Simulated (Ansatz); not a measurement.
Gas-phase electronic energies from Ansatz, PBE0-D4/def2-TZVP geometries. CCSD(T)/CBS is the MP2 limit (def2-TZVPP, def2-QZVPP) plus CCSD(T) − MP2 in def2-TZVPP, frozen cores. This one scheme is used for every species, atoms too. Functionals use def2-TZVPP. B3LYP here is the variant with VWN-RPA as its local correlation; programs differ in this. No spin–orbit coupling; open shells (•) take unrestricted orbitals. Spin–orbit coupling would lower the free atoms: a little for B, C, Cl, Si. One conformer a species, not always the lowest.

Reaction (atomization): `[SiH3]C([SiH3])BCl` → B• + C• + Cl• + 8 H• + 2 Si•

| level | ΔE (kJ/mol) | difference from CCSD(T)/CBS |
| --- | --- | --- |
| PBE-D4 | 4328.0 | 5.8 |
| r2SCAN-D4 | 4344.2 | 22.0 |
| PBE0-D4 | 4315.3 | -6.9 |
| B3LYP-D4 | 4322.2 | 0.0 |
| ωB97X-V | 4353.8 | 31.6 |
| ωB97M-V | 4344.8 | 22.6 |
| B2PLYP | 4269.3 | -52.9 |
| PBE | 4293.6 | -28.6 |
| r2SCAN | 4335.6 | 13.4 |
| PBE0 | 4285.9 | -36.3 |
| B3LYP | 4266.7 | -55.5 |
| HF/def2-TZVPP | 3355.5 | -966.7 |
| MP2/def2-TZVPP | 4250.1 | -72.1 |
| SCS-MP2/def2-TZVPP | 4257.3 | -64.9 |
| CCSD/def2-TZVPP | 4178.2 | -144.0 |
| CCSD(T)/def2-TZVPP | 4225.0 | -97.2 |
| HF/def2-QZVPP | 3360.8 | -961.4 |
| MP2/def2-QZVPP | 4307.6 | -14.6 |
| SCS-MP2/def2-QZVPP | 4322.0 | -0.2 |
| HF/CBS(def2) | 3361.6 | -960.6 |
| MP2/CBS(def2) | 4347.3 | 25.1 |
| CCSD/CBS(def2) | 4275.5 | -46.7 |
| CCSD(T)/CBS | 4322.2 | 0 |

Largest T1 diagnostic among the species: 0.014.

From PBE to PBE0 (25 % exact exchange), in def2-TZVPP and without D4, ΔE moves by −7.8 kJ/mol: exact exchange takes away binding that semilocal exchange gives to molecules. The D4 term adds +55.5 kJ/mol with B3LYP and +29.5 kJ/mol with PBE0; it sums over pairs of atoms, weighted by their polarisabilities, and B3LYP, whose exchange is more repulsive, gets the larger term.

For atomizations the MP2-based limit and the directly extrapolated one differ by several kJ/mol either way, and by 10 to 25 for some Ge, Se and Sn compounds, so smaller differences from it don't rank the levels.
